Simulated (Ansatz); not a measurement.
`FC1N[SiH2]O1` → `NC1(F)O[SiH2]1`  (isomerisation)

Computed with Ansatz on PBE0-D4/def2-TZVP structures; ΔE is electronic, products minus reactants. CBS: MP2 limit from def2 TZ/QZ plus the TZ coupled-cluster correction, frozen cores. DFT in def2-TZVPP. Each species was taken in one conformer, which may not be the lowest.

```tsv
level	ΔE (kJ/mol)	difference from CCSD(T)/CBS
PBE0-D4	143.4	-8.2
CAM-B3LYP-D4	149.5	-2.1
ωB97X-V	150.1	-1.5
ωB97M-V	148.1	-3.5
B2PLYP	147.9	-3.7
PBE-QIDH	157.1	5.5
PBE	125.5	-26.1
BLYP	126.4	-25.2
r2SCAN	139.8	-11.8
RPA@PBE/def2-TZVPP	148.8	-2.8
CCSD/def2-SVP	148.9	-2.7
HF/def2-TZVPP	180.4	28.8
CCSD/def2-TZVPP	158.0	6.4
CCSD(T)/def2-TZVPP	152.7	1.1
HF/def2-QZVPP	180.7	29.1
SCS-MP2/def2-QZVPP	157.8	6.2
CCSD(T)/CBS	151.6	0
```

(1) What do rigid-rotor, harmonic-oscillator terms from PBE0-D4/def2-TZVP frequencies (298.15 K, 1 bar) make of the CCSD(T)/CBS value? (Estimate.)

Largest T1 diagnostic among the species: 0.014.

Results:

(1) Ansatz gave: ΔZPE = -4.0 kJ/mol, ΔH = +149.0 kJ/mol, ΔS = 7 J/(mol·K), ΔG = +146.9 kJ/mol.

From PBE to PBE0 (25 % exact exchange), in def2-TZVPP and without D4, ΔE moves by +17.6 kJ/mol. Leaving LDA and LC-ωPBE aside and taking each functional with its dispersion term where it has one, the values, not all of them listed here, spread over 35.0 kJ/mol, from PBE-D4 to BHLYP-D4. LDA lies +5.7 kJ/mol from PBE without D4.
